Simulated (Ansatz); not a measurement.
Stepwise reaction of `[NH2][Ga]([F])[F]` with hydrogen sulfide, as a gas-phase model of exchange steps in deposition or etching. ΔE in kJ/mol.

Isolated molecules relaxed with PBE0-D4/def2-TZVP in Ansatz; ΔE leaves out vibrations. CCSD(T)/CBS adds triple-zeta CCSD(T) − MP2 to the extrapolated MP2 energy (def2 sets, frozen cores). This one scheme is used for every species. Functionals use def2-TZVPP. B3LYP here is the variant with VWN-RPA as its local correlation; programs differ in this. For Ga outer-core shells are correlated without core-valence functions, which leaves a few kJ/mol of doubt a bond. Scalar relativity is left out up to krypton. Each species was taken in one conformer, which may not be the lowest.

```json
{"step": "1", "reaction": "`[NH2][Ga]([F])[F]` + H₂S → `[NH2][Ga]([F])[SH]` + H–F", "PBE-D4": "-15.0", "B3LYP-D4": "-7.8", "ωB97M-V": "-7.8", "CCSD(T)/CBS": "-15.6"}
```

Give the row of step 2, `[NH2][Ga]([F])[SH]` + H₂S → `[NH2][Ga]([SH])[SH]` + H–F. (Estimate.)

Ansatz gave: 
| step | reaction | PBE-D4 | B3LYP-D4 | ωB97M-V | CCSD(T)/CBS |
| --- | --- | --- | --- | --- | --- |
| 2 | `[NH2][Ga]([F])[SH]` + H₂S → `[NH2][Ga]([SH])[SH]` + H–F | -4.5 | 2.0 | 2.7 | -6.8 |

By hand: ΔE of the 2 steps together at CCSD(T)/CBS.

(-15.6) + (-6.8) = -22.4 kJ/mol, or -11.2 kJ/mol a step.

In ΔE each step is higher than the one before. All are downhill at CCSD(T)/CBS. PBE-D4 differs from CCSD(T)/CBS by 0.6 to 2.3 kJ/mol a step. Isolated molecules leave out the surface, adducts and barriers. Largest T1 diagnostic: 0.014.
